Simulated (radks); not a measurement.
Results of a calculation; reference values are marked as such.
Effect of the nuclear size on the samarium ion Sm+, [Xe] 4f6 6s1. Level of theory: Dirac Kohn-Sham, BLYP, spin-unpolarised, spherical densities, finite nucleus; open shells are shared between the two j in proportion to 2j + 1; Fermi nuclear charge, rms radius 5.0819 fm (a radial shooting solver on a logarithmic mesh with Libxc functionals). The rms radius is varied about that value; shifts are against it.

rms radius (fm),total energy shift (eV),density at nucleus (e/bohr^3),1s1/2 shift (meV),2s1/2 shift (meV),5s1/2 shift (meV),5p1/2 shift (meV),6s1/2 shift (meV),4f7/2 shift (meV),6p1/2 (empty) shift (meV)
4.2993,-4.81,5.551e+05,-1990,-252,-1.93,0.161,-0.180,0.310,0.047
4.8329,-1.60,5.398e+05,-660,-83.6,-0.641,0.053,-0.060,0.103,0.016
5.0819,0,5.334e+05,0.000,0.000,0.000,0.000,0.000,0.000,0.000
5.585,3.41,5.215e+05,1410,179,1.37,-0.114,0.128,-0.220,-0.033
6.0322,6.65,5.12e+05,2750,348,2.67,-0.222,0.249,-0.429,-0.065

Slopes of the eigenvalues against <r^2> in GHz/fm^2, as finite differences over the two radii next to the reference (eigenvalue slopes, not the field-shift constants of lines): 1s1/2 63900, 2s1/2 8090, 5s1/2 62.0, 5p1/2 -5.15, 6s1/2 5.78, 4f7/2 -9.97, 6p1/2 (empty) -1.50.
